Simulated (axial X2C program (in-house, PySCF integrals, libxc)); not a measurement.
**Outer orbitals of BePb at 2.536 Å, B3LYP**

Calculated with an in-house all-electron X2C program for linear molecules (integrals from PySCF). Spin-free means the one-electron spin-free X2C Hamiltonian; two-component (2c) means X2C with spin–orbit coupling and atomic mean-field two-electron Coulomb and Gaunt terms, so the difference of the two also holds small scalar two-electron terms. Basis: Pb dyall-cv3z [12s14p10d7f1g], Be dyall-cv3z [8s8p3d1f] (cores contracted in-house); Gaussian nuclei, density fitting, unrestricted open shells. Masses: Pb 207.977 u, Be 9.012 u.

The distance is close to the 2c PBE0 minimum; the highest filled and lowest empty levels are listed.

Spin-free orbitals, state M_S = 1, Λ = 0 (beyond evenly filled blocks: π+α, π-α) (Löwdin shares):

```
symmetry  occupied  ε (eV)              atomic character
      σα       yes  -22.61                      99% Pb d
     π+α       yes  -22.54                     100% Pb d
     π-α       yes  -22.54                     100% Pb d
      σβ       yes  -22.51                      99% Pb d
     δ+α       yes  -22.48                     100% Pb d
     δ-α       yes  -22.48                     100% Pb d
     π-β       yes  -22.40                     100% Pb d
     π+β       yes  -22.40                     100% Pb d
     δ-β       yes  -22.29                     100% Pb d
     δ+β       yes  -22.29                     100% Pb d
      σα       yes  -13.45   78% Pb s, 11% Be p, 8% Be s
      σβ       yes  -12.42   78% Pb s, 10% Be p, 8% Be s
      σα       yes   -7.02   50% Be s, 40% Pb p, 5% Pb s
      σβ       yes   -6.58   57% Be s, 34% Pb p, 4% Pb s
     π+α       yes   -4.67            74% Pb p, 24% Be p
     π-α       yes   -4.67            74% Pb p, 24% Be p
      σα        no   -3.14  49% Be p, 26% Pb p, 20% Be s
      σβ        no   -3.08  51% Be p, 32% Pb p, 13% Be s
     π+β        no   -2.68            62% Pb p, 36% Be p
     π-β        no   -2.68            62% Pb p, 36% Be p
```

Spinors with spin–orbit coupling (state Ω = 0):

```
  ω  occupied  ε (eV)              atomic character     λ mixture
1/2       yes  -23.68                     100% Pb d  59% π, 41% σ
3/2       yes  -23.65                     100% Pb d  80% δ, 20% π
1/2       yes  -21.13                      99% Pb d  59% σ, 41% π
3/2       yes  -21.08                     100% Pb d  80% π, 20% δ
5/2       yes  -21.07                     100% Pb d        100% δ
1/2       yes  -12.80   78% Pb s, 11% Be p, 9% Be s        100% σ
1/2       yes   -6.74   45% Be s, 45% Pb p, 5% Pb s   95% σ, 5% π
1/2       yes   -4.81  63% Pb p, 21% Be p, 12% Be s  75% π, 25% σ
3/2        no   -2.76            63% Pb p, 36% Be p        100% π
1/2        no   -2.69  47% Be p, 36% Pb p, 13% Be s  79% σ, 21% π
1/2        no   -1.00   73% Be p, 18% Pb p, 7% Pb d   98% π, 2% σ
3/2        no   -0.67   57% Be p, 33% Pb p, 7% Pb d        100% π
```

One partner of each degenerate Kramers or spin pair is listed.

Problem. How does the gap between the highest filled and lowest empty level change from the spin-free to the 2c table?

Solution. From 1.53 to 2.05 eV at B3LYP, a change of 0.52 eV.

Mulliken charges and populations of the two-component result (they depend on the basis, above all on diffuse functions):

Pb 0.01 e (s 11.93 p 26.05 d 30.01 f 14.00), Be -0.01 e (s 3.60 p 0.39 d 0.02).

Occupations by symmetry block were frozen at the best pattern of an incomplete PBE0 search. Other states lie close and PBE0, whose exact exchange favours high spin, may order them wrongly; the determinant shown need not be the ground state. The nearest other spin-free determinant of the search, M_S = 1, Λ = 1, lies 0.37 eV up at the distance of the search. The 2c closed shell (π1/2)² is the Ω = 0⁺ component of the spin-free π² triplet, mixed with the ¹Σ⁺ state; no single spin-free determinant represents it.
